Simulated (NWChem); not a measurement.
# Atomisation of CH$_{3}$BO

```xyz
6

B      1.2873     0.3817     0.0000
H      1.7543    -0.0951     1.0218
H      1.7543    -0.0951    -1.0218
H      1.2510     1.6017     0.0000
O     -1.2659    -0.3754     0.0000
C     -0.1782    -0.0529     0.0000
```
Charge 0, spin multiplicity 1.

Program: NWChem. Structure: optimised with B3LYP/def2-SVP, a minimum by its harmonic frequencies.

Basis set: def2-TZVP. The atomisation energy is electronic alone: no zero-point, thermal, spin-orbit or counterpoise terms. No value is extrapolated to the basis-set limit. Free atoms are single determinants with multiplicities B 2, H 2, O 3, C 3. Correlated methods freeze the same cores in atoms and molecule, 3 orbitals in all.

```
method                        atomisation energy (kcal/mol)  relative cost
----------------------------  -----------------------------  -------------
HF                                                    411.6              1
LDA (SVWN5)                                           657.8        under 3
B3LYP                                                 568.4        under 3
PBE0                                                  569.8        under 3
PBE                                                   587.9        under 3
r2SCAN                                                575.0        under 3
MP2                                                   562.3        under 3
LC-wPBE (omega 0.3 per bohr)                          576.4             10
CAM-B3LYP                                             570.0             10
CCSD(T)                                               548.3             20
```

The values span 246.2 kcal/mol, from HF (lowest) to LDA (SVWN5) (highest). Costs are rough ratios of processor time within this set of runs, SCF included, with HF as 1. Costs are the molecule's.

B3LYP has NWChem's definition, with VWN1-RPA local correlation. GW and range-separated runs recompute their integrals, the others keep them in memory, which bears on the times. The structure started from a generated list of species. No SCF solution was tested for a lower state. Open-shell Hartree-Fock references start from PBE0 orbitals; any time given for them includes that run. Coupled-cluster values serve here as a point of comparison, not as the truth.
